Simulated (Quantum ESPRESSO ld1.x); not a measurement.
Task: The mean radii <r> (bohr) of the occupied orbitals of an atom or ion are listed with their occupations. All-electron calculation, Dirac Kohn-Sham, PW91, spin-unpolarised, spherical densities, point nucleus. Program: ld1.x of Quantum ESPRESSO 7.5.

orbital  occ.      <r>
1s1/2       2  0.02842
2s1/2       2   0.1222
2p1/2       2   0.1032
2p3/2       4   0.1087
3s1/2       2   0.3303
3p1/2       2   0.3208
3p3/2       4   0.3322
3d3/2       4   0.3033
3d5/2       6   0.3069
4s1/2       2   0.7906
4p1/2       2   0.8321
4p3/2       4   0.8612
4d3/2       4    1.018
4d5/2       6    1.031
5s1/2       2    2.088
5p1/2       1    2.442

Name the element and its charge. Open shells, if any, fill j = l - 1/2 first.

Result: Z = 51, antimony, charge +2: Sb2+ in [Kr] 4d10 5s2 5p1. The 1s radius gives Z: for a bare nucleus <r> = (2 gamma + 1)/(2Z) with gamma = sqrt(1 - (Z/c)^2), 0.028 bohr for Z = 51, and screening makes it slightly larger (0.02842 here). The occupations add up to 49, and the charge is Z minus that.
